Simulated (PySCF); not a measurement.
Compound: C6H8O.
SMILES with atom numbers: `[CH3:1]/[CH:2]=[C:3]1[CH:4]=[C:5]/1[O:6][CH3:7]` (hydrogens: H8, H9, H10 on C1; H11 on C2; H12 on C4; H13, H14, H15 on C7)

The geometry is computed with GFN2-xTB (gas phase).

Task: List the bond lengths, angles and torsions at this level.

Result: 
| bond | length (Å) |
| --- | --- |
| C1–C2 | 1.500 |
| C2=C3 | 1.313 |
| C3–C4 | 1.460 |
| C4=C5 | 1.330 |
| C5–O6 | 1.317 |
| O6–C7 | 1.420 |
| C3–C5 | 1.444 |
| C1–H8, C1–H9, C1–H10 | 1.090 |
| C2–H11 | 1.081 |
| C4–H12 | 1.062 |
| C7–H13, C7–H14, C7–H15 | 1.091 |

Bonds in one row agree within 0.01 Å and their mean is given. A selection of angles:
| angle | degrees |
| --- | --- |
| C2–C1–H8 | 110.7 |
| C2–C1–H10 | 110.4 |
| H8–C1–H9 | 107.7 |
| H8–C1–H10 | 108.6 |
| C1–C2–C3 | 123.2 |
| C1–C2–H11 | 116.8 |
| C3–C2–H11 | 119.9 |
| C2–C3–C4 | 154.3 |
| C2–C3–C5 | 151.2 |
| C4–C3–C5 | 54.5 |
| C3–C4–C5 | 62.1 |
| C3–C4–H12 | 147.8 |
| C5–C4–H12 | 150.1 |
| C4–C5–O6 | 149.6 |
| C3–C5–C4 | 63.3 |
| C3–C5–O6 | 147.1 |
| C5–O6–C7 | 115.1 |
| O6–C7–H13 | 106.4 |
| O6–C7–H14 | 110.8 |
| H13–C7–H14 | 109.9 |

Torsions: C1–C2–C3–C4 180° (antiperiplanar); C2–C3–C4–C5 180° (antiperiplanar); C3–C4–C5–O6 180° (antiperiplanar); C4–C5–O6–C7 0° (synperiplanar); C2–C3–C5–C4 180° (antiperiplanar). The mirror-image conformer, all signs reversed, is as good.

The 5 C–C bonds span 1.313 Å (C2=C3, drawn double) to 1.500 Å (C1–C2, drawn single), a spread of 0.187 Å. The 7 heavy atoms lie in one plane (0.006 Å rms). The 3-membered ring C3–C4–C5 has internal angles of 54.5° to 63.3°. The 2 C–O bonds span 1.317 Å (C5–O6, drawn single) to 1.420 Å (O6–C7, drawn single), a spread of 0.103 Å.

Point group: near Cs, missed by 0.16 Å at most; the miss may be what the optimiser left on a soft mode. Not checked by GFN2-xTB frequencies. The numbers are those of one conformer.
